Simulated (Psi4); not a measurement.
C$_{3}$H$_{6}$Cl, charge -1, singlet, geometry from GFN2-xTB (a gas-phase anion, which may not be bound at this level); BLYP/6-31G** in Psi4.

Here is a job for Psi4.
```
memory 2 GB

molecule mol {
-1 1
C     0.878742   -0.577462    0.011782
C     2.361287   -0.210903    0.018924
C     0.052607    0.709878    0.084698
H     0.663317   -1.194155    0.896615
H     0.684162   -1.220681   -0.873795
H     2.995668   -1.101675    0.039681
Cl   -1.731620    0.119089    0.008980
H     2.611738    0.368780   -0.870239
H     2.586503    0.400820    0.891583
H     0.140340    1.193323   -0.928931
}

set {
  basis 6-31g**
  reference rks
  guess gwh
}

energy('blyp')
print_variables()
```

The log (banner, timings and long lists left out):

```
   => Loading Basis Set <=

    Name: 6-31G**
    Role: ORBITAL
    Keyword: BASIS

         ---------------------------------------------------------
                                   SCF
               by Justin Turney, Rob Parrish, Andy Simmonett
                          and Daniel G. A. Smith
                              RKS Reference
         ---------------------------------------------------------

  ==> Geometry <==

    Molecular point group: c1
    Full point group: C1

    Geometry (in Angstrom), charge = -1, multiplicity = 1:

       Center              X                  Y                   Z               Mass
    ------------   -----------------  -----------------  -----------------  -----------------
         C            1.025252773455    -0.598974686475     0.000782056608    12.000000000000
         C            2.507797773455    -0.232415686475     0.007924056608    12.000000000000
         C            0.199117773455     0.688365313525     0.073698056608    12.000000000000
         H            0.809827773455    -1.215667686475     0.885615056608     1.007825032230
         H            0.830672773455    -1.242193686475    -0.884794943392     1.007825032230
         H            3.142178773455    -1.123187686475     0.028681056608     1.007825032230
         CL          -1.585109226545     0.097576313525    -0.002019943392    34.968852682000
         H            2.758248773455     0.347267313525    -0.881238943392     1.007825032230
         H            2.733013773455     0.379307313525     0.880583056608     1.007825032230
         H            0.286850773455     1.171810313525    -0.939930943392     1.007825032230

  Running in c1 symmetry.

  Rotational constants: A =      0.90550  B =      0.08046  C =      0.07664 [cm^-1]
  Rotational constants: A =  27146.24680  B =   2412.24008  C =   2297.52681 [MHz]
  Nuclear repulsion =  147.052840588888529

  Charge       = -1
  Multiplicity = 1
  Electrons    = 42
  Nalpha       = 21
  Nbeta        = 21

  ==> Algorithm <==

  SCF Algorithm Type is DF.
  DIIS enabled.
  MOM disabled.
  Fractional occupation disabled.
  Guess Type is GWH.
  Energy threshold   = 1.00e-06
  Density threshold  = 1.00e-06
  Integral threshold = 1.00e-12

  ==> Primary Basis <==

  Basis Set: 6-31G**
    Blend: 6-31G**
    Number of shells: 44
    Number of basis functions: 94
    Number of Cartesian functions: 94
    Spherical Harmonics?: false
    Max angular momentum: 2

  ==> DFT Potential <==

[...]
   @DF-RKS iter   9:  -577.97307909353538   -4.54151e-03   3.07658e-04 ADIIS/DIIS
   @DF-RKS iter  10:  -577.97347712342014   -3.98030e-04   1.36574e-04 ADIIS/DIIS
   @DF-RKS iter  11:  -577.97356933962180   -9.22162e-05   3.71154e-05 DIIS
   @DF-RKS iter  12:  -577.97357561912645   -6.27950e-06   8.68368e-06 DIIS
   @DF-RKS iter  13:  -577.97357598755661   -3.68430e-07   1.46133e-06 DIIS
   @DF-RKS iter  14:  -577.97357599955501   -1.19984e-08   1.94017e-07 DIIS
  Energy and wave function converged.

  ==> Post-Iterations <==

   Electrons on quadrature grid:
      Ntotal   =   41.9999833632 ; deviation = -1.664e-05

    Orbital Energies [Eh]
    ---------------------

    Doubly Occupied:

[...]
    Virtual:

[...]
      94A      4.735989

    Final Occupation by Irrep:
              A
    DOCC [    21 ]
    NA   [    21 ]
    NB   [    21 ]

  @DF-RKS Final Energy:  -577.97357599955501

   => Energetics <=

    Nuclear Repulsion Energy =            147.0528405888885288
    One-Electron Energy =               -1094.1801856692313777
    Two-Electron Energy =                 416.0454624163533026
    DFT Exchange-Correlation Energy =     -46.8916933355654777
    Empirical Dispersion Energy =           0.0000000000000000
    VV10 Nonlocal Energy =                  0.0000000000000000
    Total Energy =                       -577.9735759995550097

Computation Completed

Properties will be evaluated at   0.000000,   0.000000,   0.000000 [a0]

Properties computed using the SCF density matrix

 Multipole Moments:

 ------------------------------------------------------------------------------------
     Multipole            Electronic (a.u.)      Nuclear  (a.u.)        Total (a.u.)
 ------------------------------------------------------------------------------------

 L = 1.  Multiply by 2.5417464519 to convert [e a0] to [Debye]
 Dipole X            :        -10.8196099           11.3514822            0.5318723
 Dipole Y            :          0.9913221           -1.6667708           -0.6754487
 Dipole Z            :          0.5326533           -0.8522659           -0.3196126
 Magnitude           :                                                    0.9172085

 ------------------------------------------------------------------------------------

  Variable Map:
  ----------------------------------------------------------------------------
[...]
  Array Variable Map:
  ----------------------------------------------------------------------------
[...]
[...]
```
